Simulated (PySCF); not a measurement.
SMILES C[C](C)(C)[Ga]([F])[F] (C4H9F2Ga), singlet, GFN2-xTB optimised geometry.

```
16

Ga     0.70    -1.07     0.00
F      2.49    -1.07     0.00
F      0.00    -2.70    -0.05
C     -0.46     0.73     0.00
C     -0.59     1.21    -1.44
C     -1.81     0.36     0.59
C      0.30     1.73     0.84
H     -1.17     2.13    -1.46
H     -1.11     0.46    -2.05
H      0.39     1.41    -1.87
H     -2.26    -0.47     0.03
H     -1.72     0.06     1.63
H     -2.49     1.21     0.53
H      0.34     1.42     1.89
H      1.32     1.86     0.47
H     -0.20     2.70     0.80
```

Density from B3LYP/def2-TZVP (PySCF) at that geometry.

Minimum of the electron density along straight lines between bonded atoms, close to the bond critical point (lines longer than 1.1 times the sum of covalent radii, or with two minima, are not listed):

```
bond    length / Å  ρ at the minimum / e bohr⁻³  ∇²ρ there / e bohr⁻⁵  position (fraction from the first atom)
------  ----------  ---------------------------  --------------------  ---------------------------------------
Ga1–F2       1.783                        0.123                  0.75                                     0.49
Ga1–F3       1.782                        0.123                  0.75                                     0.49
Ga1–C4       2.143                        0.090                  0.04                                     0.48
C4–C5        1.520                        0.251                 -0.63                                     0.51
C4–C6        1.516                        0.254                 -0.64                                     0.51
C4–C7        1.516                        0.253                 -0.64                                     0.51
C5–H8        1.091                        0.278                 -0.95                                     0.64
C5–H9        1.090                        0.280                 -0.96                                     0.64
C5–H10       1.090                        0.280                 -0.96                                     0.64
C6–H11       1.091                        0.280                 -0.96                                     0.64
C6–H12       1.090                        0.280                 -0.96                                     0.64
C6–H13       1.091                        0.278                 -0.95                                     0.64
C7–H14       1.090                        0.280                 -0.96                                     0.64
C7–H15       1.091                        0.280                 -0.96                                     0.64
C7–H16       1.091                        0.278                 -0.95                                     0.64
```
